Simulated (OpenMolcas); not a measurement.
**Ag2+: effect of the metal basis**

Ag2+ with its 8 nearest fluoride ions at 2.375 Å, on the Ca site of CaF2 (a = 5.46294 Å, distance in the model lattice 2.366 Å). The rest of the host is ab initio model potentials to 7.6 Å and point charges beyond; the distance is set by hand and nothing relaxes.

* Program: OpenMolcas 26.06
* Method: CASSCF
* Spin-orbit coupling: RASSI with atomic mean-field integrals over the reference wave functions

Fixed: ligand basis ANO-RCC-VDZP, active space 9 electrons in 5 orbitals (4d), DKH2 Hamiltonian.

States (labels of O, the rotations of Oh). Energies in cm-1 above the lowest state or level, χT in cm3 K/mol; under a threefold ground state the first gap can be a small split of the lowest multiplet, not the spin-orbit step; 10Dq is the gap between the two states; 10Dq is negative for this site.

```tsv
Run	Metal basis	Ground state	First state of that spin	10Dq	First gap with spin-orbit (degeneracies)	χT at 300 K	Cost
A	ANO-RCC-VDZP	2T2	2E 5155	-5155	1760 (2, 4)	0.583	roughly 12 core-seconds
B	ANO-RCC-VTZP	2T2	2E 5035	-5035	1718 (2, 4)	0.596	roughly 18 core-seconds
```

Against A, |10Dq| changes by -2.3 % in B.

Costs are those of the RASSCF and RASSI steps.

An orbital triplet at a regular site is open to Jahn-Teller coupling, which can distort the site and quench the lowest spin-orbit gaps and is left out. With metal d orbitals alone the field can be off either way by tens of per cent. Ligand-to-metal charge-transfer states are missing. No measured value stands beside these numbers; the geometry was set by hand and not optimised.
